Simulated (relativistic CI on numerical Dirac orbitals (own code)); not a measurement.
## Rb XXXV: sensitivity of the levels to the model

Base calculation: Dirac-Coulomb-Breit CI, orbitals from a KLI potential per configuration, model QED (radiative potential, 1s self-energy scaled to tabulated hydrogen-like ionisation energies), unscaled Slater integrals.

Configuration list (outside the closed core 1s2): 2s, 2p, 3s, 3p, 3d, 4s, 4p, 4d, 4f, 5s, 5p, 5d, 5f, 5g. Levels of other configurations are missing.

Variants: (1) Breit term removed. Shifts of the energy above 2s ²S1/2, in eV, for the lowest level and the first level of each name with at least 55 % of one term (blank where a level changes its place among those of its configuration and J or its character, or is not in the variant):

| Level | Base | Δ(1) |
| --- | --- | --- |
| 2s ²S1/2 | 0.00 | 0.00 |
| 2p ²P°1/2 | 73.80 | -1.68 |
| 2p ²P°3/2 | 146.83 | +0.22 |
| 3s ²S1/2 | 2444.74 | +1.22 |
| 3p ²P°1/2 | 2465.22 | +0.75 |
| 3p ²P°3/2 | 2486.86 | +1.29 |
| 3d ²D3/2 | 2494.23 | +1.66 |
| 3d ²D5/2 | 2501.03 | +1.68 |
| 4s ²S1/2 | 3288.76 | +1.50 |
| 4p ²P°1/2 | 3297.19 | +1.31 |
| 4p ²P°3/2 | 3306.30 | +1.53 |
| 4d ²D3/2 | 3309.36 | +1.67 |
| 4d ²D5/2 | 3312.23 | +1.69 |
| 4f ²F°5/2 | 3312.40 | +1.69 |

At this charge energies of transitions that change n are usually good to better than 1 %, and those within a shell (Δn = 0) to a few per cent.

Ionisation energy from the two ground configurations alone: base 4356.57 eV; Breit term removed 4358.26 eV. The NIST ASD value (theoretical) is 4356.86 eV.
